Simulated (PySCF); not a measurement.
# `Cc1ccc(F)cc1CO`, C8H9FO

Geometry:
| atom | x (Å) | y (Å) | z (Å) |
| --- | --- | --- | --- |
| C1 | 0.125 | -2.105 | 0.169 |
| C2 | -0.390 | -0.700 | 0.136 |
| C3 | -1.678 | -0.416 | 0.571 |
| C4 | -2.187 | 0.869 | 0.540 |
| C5 | -1.379 | 1.882 | 0.064 |
| F6 | -1.854 | 3.147 | 0.026 |
| C7 | -0.091 | 1.638 | -0.374 |
| C8 | 0.408 | 0.343 | -0.345 |
| C9 | 1.826 | 0.084 | -0.794 |
| O10 | 2.672 | -0.300 | 0.271 |
| H11 | -0.544 | -2.746 | 0.736 |
| H12 | 1.117 | -2.139 | 0.613 |
| H13 | 0.203 | -2.499 | -0.845 |
| H14 | -2.299 | -1.220 | 0.941 |
| H15 | -3.187 | 1.089 | 0.879 |
| H16 | 0.509 | 2.457 | -0.740 |
| H17 | 1.858 | -0.748 | -1.502 |
| H18 | 2.226 | 0.978 | -1.292 |
| H19 | 2.656 | 0.392 | 0.941 |

Method used: PySCF 2.14.0, GIAO KT3/pcSseg-1 magnetisability, rotational g tensor and spin-rotation constants, non-relativistic, gas phase. Geometry: GFN2-xTB.

Question: Give the nuclear spin-rotation constants along the inertial axes (H = +C I·J) beside the isotropic shieldings.

Answer: Rotational constants 2.2718, 0.9739, 0.7173 GHz. A star marks the isotopologue with that one atom substituted, in its own axes.
```
atom  isotope  Caa (kHz)  Cbb (kHz)  Ccc (kHz)  mean (kHz)  σ (ppm)
  F6      19F      2.774      1.380      0.553       1.569    274.6
 H11       1H     -0.240      0.023     -0.071      -0.096     29.8
 H12       1H     -0.056     -0.074     -0.037      -0.055     28.2
 H13       1H     -0.196     -0.102      0.013      -0.095     29.3
 H14       1H     -0.229      0.106     -0.071      -0.065     24.6
 H15       1H      0.101     -0.043     -0.071      -0.004     24.8
 H16       1H     -0.222      0.099     -0.076      -0.066     25.0
 H17       1H     -0.090     -0.072     -0.010      -0.057     26.7
 H18       1H     -0.204      0.051     -0.066      -0.073     27.0
 H19       1H     -0.237     -0.114     -0.023      -0.124     31.6
  C1     13C*      0.309      0.148      0.114       0.190    164.4
  C2     13C*      0.982      0.381      0.087       0.483     56.2
  C3     13C*      0.735      0.439      0.110       0.428     59.3
  C4     13C*      0.879      0.325      0.097       0.434     75.1
  C5     13C*      1.040      0.367      0.177       0.528     24.6
  C7     13C*      0.706      0.385      0.108       0.400     75.3
  C8     13C*      0.984      0.395      0.097       0.492     50.0
  C9     13C*      0.508      0.231      0.152       0.297    114.1
 O10     17O*     -0.207     -0.124     -0.071      -0.134    267.7
```
For the geometry as given, no vibrational averaging.
